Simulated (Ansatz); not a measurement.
K4 (the lowest singlet isomer of a short search) was relaxed with B3LYP (def2-TZVP) in Ansatz in these states: neutral quintet, neutral triplet. The geometries follow in no particular order.

A:

```xyz
4

K     1.540   -0.304   -3.000
K     2.384    0.088    1.218
K    -1.540    0.299    3.000
K    -2.384   -0.083   -1.218
```

B:

```xyz
4

K    -0.6661   -4.0045    2.8249
K    -2.4593    0.7203    0.4275
K     0.6552    3.9845   -2.8556
K     2.4703   -0.7003   -0.3969
```

Task: Judge from the bond lengths which geometry belongs to which state (an estimate).

Result: A is the neutral triplet (K3–K4 4.319 Å, K1–K2 4.319 Å, K1–K4 4.315 Å); B is the neutral quintet (K3–K4 5.593 Å, K1–K2 5.593 Å, K1–K4 5.580 Å).

At PBE0/def2-TZVP a broken-symmetry singlet lies 0.15 eV below the neutral triplet. At PBE0/def2-TZVP a broken-symmetry singlet lies 1.16 eV below the neutral quintet. These are the stationary points nearest to one start from a short search; other shapes may lie lower in each state. The neutral quintet has come apart into loosely held pieces.
